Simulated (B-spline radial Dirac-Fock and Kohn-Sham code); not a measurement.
**Kohn-Sham estimates against Dirac-Fock for the levels of V¹²⁺**

System: the V¹²⁺ ion, configuration [Ne] 3s1.

The density-functional columns are spherical, spin-unpolarised Dirac-Kohn-Sham results without Breit or QED terms: −ε is minus the orbital energy of the initial state and ΔSCF the difference of two total energies. The reference in the last column comes from ΔSCF Dirac-Fock with Breit, self-energy and vacuum polarisation, finite nucleus, configuration average. All numbers are from an atomic code on a B-spline grid, in eV; a selection of levels is shown. The Kohn-Sham columns are given as differences from the reference.

| level | LDA −ε − DF | LDA ΔSCF − DF | Dirac-Fock |
| --- | --- | --- | --- |
| L2 (2p1/2) | -37.8 | +3.1 | 862.3 |
| L3 (2p3/2) | -37.9 | +2.6 | 855.1 |
| M1 (3s) | -12.5 | +0.3 | 335.7 |

For the outermost level NIST gives 336.274 ± 0.006 eV (semi-empirical); the differences from it are LDA −ε -13.16, LDA ΔSCF -0.34, Dirac-Fock -0.62 eV.

Values without a named source are computed, but for edge energies of neutral atoms, which are taken from tables.
